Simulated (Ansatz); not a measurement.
Cost and result up the ladder for the cluster Si3O6 (the lowest singlet isomer of a short search) (9 atoms). Total charge 0; singlet. Geometry: PBE0-D4/def2-SVP.

```
atom   x (Å)   y (Å)   z (Å)
 Si1   0.000   0.000   0.000
 Si2   0.329  -2.310   0.469
 Si3  -0.329   2.310  -0.469
  O4   1.196  -1.118  -0.342
  O5  -0.715   0.866  -1.240
  O6  -0.870  -1.179   0.807
  O7   0.388   1.431   0.774
  O8  -0.538   3.779  -0.766
  O9   0.538  -3.778   0.767
```

Ansatz on 4 threads of Intel Xeon 6975P-C on a shared host. Times are rough, and most runs start from the orbitals of an earlier one. r2SCAN0-D4/def2-TZVP serves as the yardstick here, not as an exact answer. Differences are given only for rows in sets of like size (and for xTB, whose basis is part of the method), since another set adds its own error. Binding counts from free atoms at the same level (Si triplet, O triplet; other spins of the atoms weren't run), without zero-point energy or a counterpoise term.

B3LYP takes the VWN-RPA correlation. Correlated methods freeze 21 core orbitals. The structure comes from a short search, and lower isomers may exist.

Correlated methods converge slowly with the basis.

```csv
level,functions,wall time
HF/STO-3G,57,0.2 s
HF/6-31G,93,0.4 s
PBE-D4/def2-SVP,138,0.75 s
B3LYP-D4/6-31G,93,0.9 s
PBE0-D4/def2-SVP,138,1.2 s
PBE-D4/def2-TZVP,297,1.9 s
PBE-D4/def2-TZVPD,369,3.5 s
MP2/def2-TZVP,297,4.8 s
B97M-V/def2-TZVP,297,5.5 s
r2SCAN0-D4/def2-TZVP,297,5.5 s
PBE0-D4/def2-TZVP (with forces),297,6 s
RPA@PBE/def2-TZVP,297,6 s
PBE0-D4/def2-TZVPD,369,7 s
PBE-QIDH/def2-TZVP,297,7 s
```

Estimate what each level gives for the binding energy per atom (eV).


```csv
level,binding energy per atom (eV),difference from r2SCAN0-D4/def2-TZVP (eV)
HF/STO-3G,2.04,–
HF/6-31G,1.68,–
PBE-D4/def2-SVP,5.30,–
B3LYP-D4/6-31G,3.77,–
PBE0-D4/def2-SVP,5.01,–
PBE-D4/def2-TZVP,5.45,0.35
PBE-D4/def2-TZVPD,5.44,0.35
MP2/def2-TZVP,5.47,0.37
B97M-V/def2-TZVP,5.30,0.21
r2SCAN0-D4/def2-TZVP,5.10,0.00
PBE0-D4/def2-TZVP (with forces),5.20,0.10
RPA@PBE/def2-TZVP,4.79,-0.31
PBE0-D4/def2-TZVPD,5.19,0.10
PBE-QIDH/def2-TZVP,5.20,0.11
```
